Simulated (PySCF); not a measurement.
C2H5FSi2, SMILES C#C[Si@@H](F)[SiH3]. The structure is a stationary point at B3LYP-D3(BJ)/def2-SVP. The structure was generated by enumeration; whether it is a known compound was not checked.

Computed equilibrium geometry at B3LYP-D3(BJ)/def2-SVP (PySCF confirms it by a frequency run) as Cartesian coordinates in Å:
```xyz
10

C      2.0590     1.9292     0.2661
C      1.3389     1.0139    -0.0900
Si     0.1805    -0.3155    -0.5809
F      0.8094    -1.7556    -0.1331
Si    -1.8615    -0.0047     0.5325
H      2.7008     2.7341     0.5764
H      0.0511    -0.3263    -2.0622
H     -2.8239    -1.0873     0.1750
H     -1.6321    -0.0102     2.0056
H     -2.4331     1.3129     0.1256
```
